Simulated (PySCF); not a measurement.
Spectrum to structure. Computed with TDDFT wB97X-D/def2-SVPD, vertical, gas phase, core orbitals frozen in the response in PySCF 2.14.0, density-fitted response routines. Geometries: PBE0-D3(BJ)/def2-SVP, one conformer each.

```json
{"state": "S1", "E (eV)": "6.40", "f": "0.011"}
{"state": "S2", "E (eV)": "7.20", "f": "0.032"}
{"state": "S3", "E (eV)": "7.38", "f": "0.0003"}
{"state": "S4", "E (eV)": "7.46", "f": "0.0032"}
{"state": "S5", "E (eV)": "7.49", "f": "0.041"}
{"state": "S6", "E (eV)": "7.69", "f": "0.016"}
{"state": "S7", "E (eV)": "7.80", "f": "0.013"}
{"state": "S8", "E (eV)": "7.86", "f": "0.013"}
{"state": "S9", "E (eV)": "7.98", "f": "0.073"}
{"state": "S10", "E (eV)": "8.01", "f": "0.0019"}
```

Triplets computed (Tamm–Dancoff): 6.14, 6.22, 6.81, 6.85 eV.

Problem. Which candidate is it? All have the formula C6H14N2Si2.
A. `N#C[C@@H]1CCN([SiH2]C[SiH3])C1`
B. `Cn1ccc([C@H]([SiH3])N[SiH3])c1`
C. `C[SiH2]N[SiH2][C@@H]1CC[C@H]1C#N`
D. `C[Si@@H]([SiH2]N)[C@H]1C[C@@H](C#N)C1`
E. `CN(C)[Si@H]1C=C[Si@H](N)C=C1`

Solution. C. Its S1, at 6.40 eV, is the highest among the candidates; the nearest of the others has S1 at 6.07 eV. S1 is HOMO→LUMO (91%). Löwdin shares by element: HOMO nitrogen 43% or more, silicon 18%, carbon 10% or more (atoms not listed hold the other 29%); LUMO silicon 35%, hydrogen 12% or more, nitrogen 8% or more (atoms not listed hold the other 45%). At the same level the other candidates give, for their lowest levels:
- `CN(C)[Si@H]1C=C[Si@H](N)C=C1`: 4.60 eV (f 0.003); 5.30 eV (f 0.022); 5.38 eV (f 0.005); 5.94 eV (f 0.005); 6.07 eV (f 0.024); T1 4.01 eV; HOMO -7.97, LUMO 0.68 eV
- `Cn1ccc([C@H]([SiH3])N[SiH3])c1`: 5.87 eV (f 0.004); 6.12 eV (f 0.070); 6.13 eV (f 0.022); 6.30 eV (f 0.019); 6.53 eV (f 0.009); T1 4.38 eV; HOMO -7.82, LUMO 1.89 eV
- `N#C[C@@H]1CCN([SiH2]C[SiH3])C1`: 6.07 eV (f 0.034); 6.53 eV (f 0.022); 6.68 eV (f 0.032); 6.93 eV (f 0.009); 7.16 eV (f 0.041); T1 5.96 eV; HOMO -8.45, LUMO 1.72 eV
- `C[Si@@H]([SiH2]N)[C@H]1C[C@@H](C#N)C1`: 6.04 eV (f 0.006); 6.85 eV (f 0.023); 7.09 eV (f 0.064); 7.33 eV (f 0.005); 7.45 eV (f 0.009); T1 5.64 eV; HOMO -9.11, LUMO 1.47 eV

Conformer computed: `[CH3:1][SiH2:2][NH:3][SiH2:4][C@@H:5]1[CH2:6][CH2:7][C@H:8]1[C:9]#[N:10]`: C1–Si2–N3–Si4 128°, Si2–N3–Si4–C5 -81°, N3–Si4–C5–C6 170°.
